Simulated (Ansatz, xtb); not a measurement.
## C3H5NOSi: which of two isomers lies lower

We compare I, `[SiH3]c1ncco1`, a singlet, with II, `[SiH3]c1cocn1`, a singlet. Both are isolated molecules in the gas phase, relaxed with B3LYP-D3(BJ)/def2-SVP.

Quicker runs give these differences E(II) − E(I): GFN2-xTB +0.052 eV; HF/STO-3G +0.067 eV (at GFN2-xTB geometries); r2SCAN-D4/def2-SVP −0.031 eV (at GFN2-xTB geometries).

**Question.** Estimate E(II) − E(I) at the level CCSD(T)/def2-SVP + ΔMP2/def2-TZVPP.

**Answer.** Calculated at CCSD(T)/def2-SVP + ΔMP2/def2-TZVPP: E(II) − E(I) = −0.056 eV, so structure II lies lower.

The same difference at several levels:

```tsv
level	geometry	E(II) − E(I) (eV)	departure from the last row (eV)	job, with rough time for the two
GFN2-xTB	GFN2-xTB	+0.052	+0.108	optimisation, 0.84 s
HF/STO-3G	GFN2-xTB	+0.067	+0.122	single point, 2.1 s
r2SCAN-D4/def2-SVP	GFN2-xTB	−0.031	+0.024	single point, 12 s
B3LYP-D3(BJ)/def2-SVP	B3LYP-D3(BJ)/def2-SVP	−0.044	+0.012	optimisation, 97 s
HF/def2-SVP	B3LYP-D3(BJ)/def2-SVP	−0.096	−0.041	part of the CCSD(T) run
MP2/def2-SVP	B3LYP-D3(BJ)/def2-SVP	−0.061	−0.005	part of the CCSD(T) run
CCSD(T)/def2-SVP	B3LYP-D3(BJ)/def2-SVP	−0.066	−0.011	single point
CCSD(T)/def2-SVP + ΔMP2/def2-TZVPP	B3LYP-D3(BJ)/def2-SVP	−0.056		single point, 2.5 min
```

As drawn, both hold the same kinds of bond in the same numbers.

GFN2-xTB, HF/STO-3G put the two in the other order. The largest departure from CCSD(T)/def2-SVP + ΔMP2/def2-TZVPP is that of HF/STO-3G, 0.122 eV. A small imaginary or near-zero mode remains, so no thermal terms are given. The last row adds to CCSD(T) the change of the MP2 difference between the two basis sets, here +0.011 eV.

The correlated steps freeze 10 core orbitals. Codes used: Ansatz 0.2.0, xtb 6.7.1; the last row on 2 threads of AMD EPYC (Zen 3) on a shared host.
